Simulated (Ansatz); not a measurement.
System: tribromo(hydroxy)silane, sum formula HSiOBr3, charge 0, multiplicity 1. 
Structure (B3LYP-D3(BJ)/def2-TZVP (Ansatz, a program for electronic structure) minimum search):
```xyz
6

Si    -0.3854     0.0297    -0.2892
Br    -0.6666    -1.5689     1.2211
Br    -0.0672     1.9442     0.7825
Br     1.3425    -0.4252    -1.5709
O     -1.6718     0.1260    -1.2757
H     -2.5319     0.3209    -0.8897
```
Charge 0, spin multiplicity 1.

Dipole moments at this geometry, in debye (magnitudes).

| level | program | dipole (D) |
|---|---|---|
| SVWN5/def2-TZVPD | Ansatz | 1.44 |
| PBE/def2-TZVPD | Ansatz | 1.40 |
| BLYP/def2-TZVPD | Ansatz | 1.40 |
| revPBE/def2-TZVPD | Ansatz | 1.40 |
| r2SCAN/def2-TZVPD | Ansatz | 1.47 |
| B97M-V/def2-TZVPD | Ansatz | 1.42 |
| BHLYP/def2-TZVPD | Ansatz | 1.49 |
| r2SCAN0/def2-TZVPD | Ansatz | 1.49 |
| CAM-B3LYP/def2-TZVPD | Ansatz | 1.48 |
| LC-wPBE/def2-TZVPD | Ansatz | 1.51 |
| wB97M-V/def2-TZVPD | Ansatz | 1.47 |
| wB97X-V/def2-TZVPD | Ansatz | 1.48 |
| CCSD(T)/def2-SVPD | Ansatz | … |

Q: What belongs in the gaps?

A: 
- CCSD(T)/def2-SVPD, dipole (D): 1.43
